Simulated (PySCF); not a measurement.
C5H11N2, SMILES N(C(C)C)=C(C)[NH], doublet (GFN2-xTB optimised geometry):

```
18

C     -0.045     0.429     0.000
C     -0.537    -0.275     1.226
N     -1.043    -1.459     1.101
N     -0.581     0.409     2.341
C     -0.698    -0.064     3.668
C      0.117     0.891     4.555
C     -2.165    -0.060     4.121
H      1.043     0.429     0.000
H     -0.401    -0.090    -0.884
H     -0.388     1.459     0.000
H     -1.295    -1.955     1.947
H     -0.279    -1.081     3.781
H     -0.265     1.903     4.449
H      1.162     0.879     4.255
H      0.041     0.584     5.594
H     -2.233    -0.373     5.160
H     -2.578     0.940     4.021
H     -2.753    -0.737     3.505
```

Level of theory: unrestricted PBE0/def2-SVP (PySCF 2.14.0).

What are the frontier orbital energies (α orbitals alone; a β orbital can be the lowest empty one) and the dipole moment?

HOMO-2 -8.45 eV, HOMO-1 -7.28 eV, HOMO -7.05 eV, LUMO 0.92 eV, LUMO+1 1.77 eV; dipole moment 1.86 D.

On the same geometry PySCF with unrestricted PBE/def2-SVP gives HOMO-2 -6.84 eV, HOMO-1 -5.62 eV, HOMO -5.48 eV, LUMO -0.06 eV, LUMO+1 0.90 eV; dipole moment 1.77 D.

Meta-Löwdin charges at PBE0/def2-SVP: C1 -0.32, C2 0.23, N3 -0.38, N4 -0.22, C5 0.04, C6 -0.29, C7 -0.30, H8 0.12, H9 0.12, H10 0.12, H11 0.20, H12 0.06, H13 0.11, H14 0.10, H15 0.10, H16 0.10, H17 0.11, H18 0.10.
